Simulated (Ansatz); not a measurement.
Consider the ligand exchange at the Si–O bond: `N[SiH2]S[SiH](N)O` + HCl → `N[SiH2]S[SiH](N)Cl` + H₂O.

Gas-phase electronic energies from Ansatz, PBE0-D4/def2-TZVP geometries. CBS: MP2 limit from def2 TZ/QZ plus the TZ coupled-cluster correction, frozen cores. This one scheme is used for every species. DFT in def2-TZVPP. One conformer a species, not always the lowest.

(1) Is it downhill or uphill in electronic energy at CCSD(T)/CBS, and by how much? (Estimate.)

(2) What do these levels give: PBE0-D4, B2PLYP, HF/def2-TZVPP, MP2/def2-TZVPP, CCSD/def2-TZVPP, SCS-MP2/def2-QZVPP? (An estimate is asked.)

Largest T1 diagnostic among the species: 0.012.

## Answers

(1) Computed: Uphill: ΔE = +0.08 eV.

(2) Computed: PBE0-D4 0.05, B2PLYP 0.15, HF/def2-TZVPP 0.13, MP2/def2-TZVPP 0.08, CCSD/def2-TZVPP 0.14, SCS-MP2/def2-QZVPP 0.08 eV.

The D4 term adds −0.07 eV with B3LYP and −0.04 eV with PBE0; it sums over pairs of atoms, weighted by their polarisabilities, and B3LYP, whose exchange is more repulsive, gets the larger term.

B3LYP here is the variant with VWN-RPA as its local correlation; programs differ in this.
